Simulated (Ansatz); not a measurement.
Calculated with Ansatz (gas phase, PBE0-D4/def2-TZVP geometries, no zero-point term in ΔE). CCSD(T)/CBS adds triple-zeta CCSD(T) − MP2 to the extrapolated MP2 energy (def2 sets, frozen cores). This one scheme is used for every species. Functionals use def2-TZVPP. Each species was taken in one conformer, which may not be the lowest.

Reaction (ligand exchange at the Si–N bond): `F[SiH](Cl)N[SiH3]` + HCl → `F[SiH](Cl)Cl` + `N[SiH3]`

CCSD(T)/CBS gives -14.3 kJ/mol.

(1) Another level gave -13.5 kJ/mol. Which?
A. revPBE/def2-TZVPP
B. LC-ωPBE/def2-TZVPP
C. BHLYP-D4/def2-TZVPP
D. BLYP/def2-TZVPP

(2) What do rigid-rotor, harmonic-oscillator terms from PBE0-D4/def2-TZVP frequencies (298.15 K, 1 bar) make of the CCSD(T)/CBS value? (An estimate is asked.)

Largest T1 diagnostic among the species: 0.011.

Answers

(1) C. BHLYP-D4 -13.5, LC-ωPBE -18.5, BLYP -23.5, revPBE -27.8 kJ/mol.

(2) Computed: ΔZPE = +8.6 kJ/mol, ΔH = -8.2 kJ/mol, ΔS = 14 J/(mol·K), ΔG = -12.5 kJ/mol. Modes under 50 cm⁻¹ make the entropy rough.

The D4 term adds +5.6 kJ/mol with B3LYP and +3.4 kJ/mol with PBE0; it sums over pairs of atoms, weighted by their polarisabilities, and B3LYP, whose exchange is more repulsive, gets the larger term. Leaving LDA and LC-ωPBE aside and taking each functional with its dispersion term where it has one, the values, not all of them listed here, spread over 8.3 kJ/mol, from B97M-V to CAM-B3LYP-D4. LDA lies +8.2 kJ/mol from PBE without D4. At CCSD(T), def2-SVP lies +6.7 kJ/mol from the extrapolated value and def2-TZVPP +3.4 kJ/mol.

CCSD(T)/CBS has its own doubt, a few kJ/mol and more with outer-core shells, so smaller differences from it don't rank the levels.

B3LYP here is the variant with VWN-RPA as its local correlation; programs differ in this.
